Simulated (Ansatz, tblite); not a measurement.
Cost and result up the ladder for TlF2⁻ (the lowest singlet isomer of a short search) (3 atoms). The state is a singlet with charge -1. Geometry: PBE0-D4/def2-TZVPD.

Cartesian coordinates in Å:
```
Tl 0.203 0.800 -0.474
F 1.185 -0.105 1.285
F -1.387 -0.695 -0.811
```

Ansatz on 4 threads of Arm Neoverse V1 on a shared host; xTB runs through tblite on one thread. Times are rough, summed over both states, and most runs start from the orbitals of an earlier one. PBE0-D4/def2-TZVPD serves as the yardstick here, not as an exact answer. The other state is a doublet.

In the def2 sets Tl takes a core potential; there is no spin–orbit coupling. The xTB rows come from tblite. Correlated methods freeze 6 core orbitals; core or outer-core shells of Tl are correlated, in sets that lack core-valence functions. In CCSD on the charge 0 doublet the largest single amplitude is 0.23, so its Hartree–Fock determinant may place the open shell otherwise than the density functionals do. The structure comes from a short search, and lower isomers may exist.

Correlated methods converge slowly with the basis.

Raw xTB energies of ions are shifted by several eV.

```json
{"level": "GFN1-xTB", "functions": "12", "wall time": "0.002 s", "vertical IE (eV)": "7.66", "difference from PBE0-D4/def2-TZVPD (eV)": "3.56", "remarks": "–"}
{"level": "GFN2-xTB", "functions": "12", "wall time": "0.002 s", "vertical IE (eV)": "8.51", "difference from PBE0-D4/def2-TZVPD (eV)": "4.41", "remarks": "–"}
{"level": "PBE-D4/def2-TZVPD", "functions": "136", "wall time": "2.2 s", "vertical IE (eV)": "3.91", "difference from PBE0-D4/def2-TZVPD (eV)": "-0.19", "remarks": "–"}
{"level": "PBE0-D4/def2-TZVPD", "functions": "136", "wall time": "2.8 s", "vertical IE (eV)": "4.10", "difference from PBE0-D4/def2-TZVPD (eV)": "0.00", "remarks": "–"}
{"level": "r2SCAN-D4/def2-TZVPD (with forces)", "functions": "136", "wall time": "4.1 s", "vertical IE (eV)": "3.97", "difference from PBE0-D4/def2-TZVPD (eV)": "-0.13", "remarks": "–"}
{"level": "CCSD(T)/def2-TZVPPD", "functions": "136", "wall time": "30 s", "vertical IE (eV)": "4.40", "difference from PBE0-D4/def2-TZVPD (eV)": "0.30", "remarks": "spin-contaminated (⟨S²⟩ 0.84) (doublet)"}
```
